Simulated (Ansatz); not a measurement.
`OCB(F)Br` + H₂O → `OB(F)Br` + CH₃OH  (formal hydrolysis of a B–C bond)

Program: Ansatz. Geometries: PBE0-D4/def2-TZVP. ΔE: electronic, gas phase. CBS: MP2 limit from def2 TZ/QZ plus the TZ coupled-cluster correction, frozen cores. This one scheme is used for every species. DFT in def2-TZVPP. B3LYP here is the variant with VWN-RPA as its local correlation; programs differ in this. For Br outer-core shells are correlated without core-valence functions, which leaves a few kJ/mol of doubt a bond. Scalar relativity is left out up to krypton. Each species was taken in one conformer, which may not be the lowest.

```csv
level,ΔE (kJ/mol),difference from CCSD(T)/CBS
PBE-D4,-122.2,3.8
B3LYP-D4,-132.3,-6.3
ωB97X-V,-130.3,-4.3
B2PLYP,-136.1,-10.1
PBE,-125.5,0.5
r2SCAN,-132.1,-6.1
PBE0,-129.0,-3.0
HF/def2-TZVPP,-152.2,-26.2
MP2/def2-TZVPP,-131.1,-5.1
CCSD/def2-TZVPP,-133.5,-7.5
CCSD(T)/def2-TZVPP,-130.9,-4.9
HF/def2-QZVPP,-152.3,-26.3
MP2/def2-QZVPP,-128.3,-2.3
SCS-MP2/def2-QZVPP,-133.0,-7.0
MP2/CBS(def2),-126.2,-0.2
CCSD/CBS(def2),-128.6,-2.6
CCSD(T)/CBS,-126.0,0
```

Largest T1 diagnostic among the species: 0.011.

In def2-TZVPP, CCSD(T) changes the Hartree–Fock value by +21.3 kJ/mol (the triples alone add +2.6 kJ/mol) and MP2 by +21.1 kJ/mol. From PBE to PBE0 (25 % exact exchange), in def2-TZVPP and without D4, ΔE moves by −3.6 kJ/mol.
